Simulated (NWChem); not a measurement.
Species: CH₅FO₂Si; SMILES O(C)[SiH](O)F

```xyz
10

Si    -0.0042    -0.5024     0.3560
O      0.9004    -1.7311    -0.2355
F     -1.5168    -0.5484    -0.2269
O      0.6560     0.9175    -0.1417
C      0.0636     2.1884    -0.0728
H     -0.0959    -0.6603     1.8192
H      1.2405    -1.6338    -1.1302
H      0.0003     2.5523     0.9682
H      0.6834     2.8975    -0.6414
H     -0.9521     2.1917    -0.5038
```
Atoms are numbered in this order, from 1.

Results from NWChem. Medium grid unless said otherwise, to which SCAN and Minnesota functionals are sensitive. Coordinates come from a PBE0/def2-SVP optimisation. B3LYP is NWChem's, with the RPA form of VWN correlation. Total energies of different functionals are on different scales.

| level | energy (Ha) | highest occupied level (eV) | orbital gap (eV) | dipole (D) |
|---|---|---|---|---|
| PBE/def2-TZVP | -580.7303 | -7.08 | 6.98 | 1.67 |
| B3LYP/def2-TZVP | -581.2219 | -8.45 | 8.90 | 1.73 |
| TPSSh/def2-TZVP | -581.2076 | -7.84 | 8.34 | 1.72 |
| PBE0/def2-TZVP | -580.7662 | -8.68 | 9.51 | 1.72 |
| r2SCAN/def2-TZVP | -581.0318 | -7.43 | 8.02 | 1.71 |
| PW6B95/def2-TZVP | -581.7735 | (withheld) | (withheld) | 1.74 |

**Question.** Some entries are withheld; supply them.

**Answer.** 
- PW6B95/def2-TZVP, highest occupied level (eV): -8.84
- PW6B95/def2-TZVP, orbital gap (eV): 9.61
